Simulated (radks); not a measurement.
The numbers below are computed, except where a source is named.
Dispersion coefficients C6 (hartree bohr^6) between ground-configuration atoms and ions, from the Casimir-Polder integral (3/pi) of alpha_A(iw) alpha_B(iw). Level of theory: non-relativistic Kohn-Sham, LDA (Slater exchange, Perdew-Wang correlation), spin-unpolarised, spherical densities, point nucleus (a radial shooting solver on a logarithmic mesh with Libxc functionals). Response by self-consistent Sternheimer equations with the Hartree and adiabatic LDA kernel. For heavy and open-shell atoms this level of theory can miss by tens of per cent.

C6       Sc    Tc+     Al   Sn2+    Sb+   Ni3+     Li   Cr3+   Ag2+    Ti+
Sc     1423
Tc+   592.8  276.2
Al    927.7  398.6  612.6
Sn2+  312.9  156.8  214.5  92.87
Sb+   493.0  242.9  337.9  142.3  219.5
Ni3+  43.61  26.12  30.52  17.09  24.96  4.188
Li     1232  466.2  776.6  230.2  365.5  28.18   1186
Cr3+  54.21  31.88  37.93  20.62  30.33  4.863  35.45  5.693
Ag2+  138.2  78.70  96.63  49.93  74.33  11.09  92.39  13.11  30.62
Ti+   615.9  270.8  407.7  148.2  231.6  22.66  508.7  27.88  69.87  273.6

Static polarisabilities (bohr^3): Sc ([Ar] 3d1 4s2) 116.2, Tc+ ([Kr] 4d5 5s1) 37.51, Al ([Ne] 3s2 3p1) 69.27, Sn2+ ([Kr] 4d10 5s2) 16.55, Sb+ ([Kr] 4d10 5s2 5p2) 26.40, Ni3+ ([Ar] 3d7) 1.762, Li ([He] 2s1) 146.2, Cr3+ ([Ar] 3d3) 2.241, Ag2+ ([Kr] 4d9) 5.953, Ti+ ([Ar] 3d2 4s1) 44.14. The combination rule 2 Ca Cb / ((alpha_b/alpha_a) Ca + (alpha_a/alpha_b) Cb) gives 783.3 for Li-Al, against 776.6 from the integral.
